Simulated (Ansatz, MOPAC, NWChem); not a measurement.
**A ladder of methods for SiH3I (SMILES [SiH3]I)**

The species is SiH3I (5 atoms), meant as a singlet with charge 0. SMILES: `[SiH3]I`. The shape is that of a PBE0-D4/def2-TZVP optimisation.

```xyz
5

Si   -0.1656    0.0693   -0.0773
I     1.9077   -0.9233    0.7378
H    -1.1444    0.0890    1.0339
H    -0.6713   -0.7557   -1.1984
H     0.1235    1.4470   -0.5373
```

Quantity: the HOMO–LUMO gap, in eV. The values are calculated.

```tsv
level	kind	program	value (eV)	CPU time
PM6	semi-empirical	MOPAC	8.46	under 2 s
HF/def2-TZVP (core potential)	Hartree–Fock	NWChem	12.58	66 s
SVWN5/def2-TZVP (core potential)	LDA	Ansatz	4.87	5.3 s
PBE/def2-TZVP (core potential)	GGA	NWChem	4.97	49 s
r2SCAN/def2-TZVP (core potential)	meta-GGA	NWChem	5.62	38 s
M06-2X/def2-TZVP (core potential)	hybrid meta-GGA	NWChem	8.86	29 s
PBE0/def2-TZVP (core potential)	global hybrid	Ansatz	6.94	9.2 s
wB97X/def2-TZVP (core potential)	range-separated hybrid	Ansatz	11.18	32 s
B2PLYP/def2-TZVP (core potential)	double hybrid	Ansatz	9.01	20 s
```

The values span 4.87 to 12.58 eV. Orbital gaps aren't excitation energies, and those of double hybrids come from the SCF part alone; they tend to grow with the share of exact exchange. Times are those of the runs behind each value, whatever else they computed, on shared processors of several kinds: orders of magnitude only.
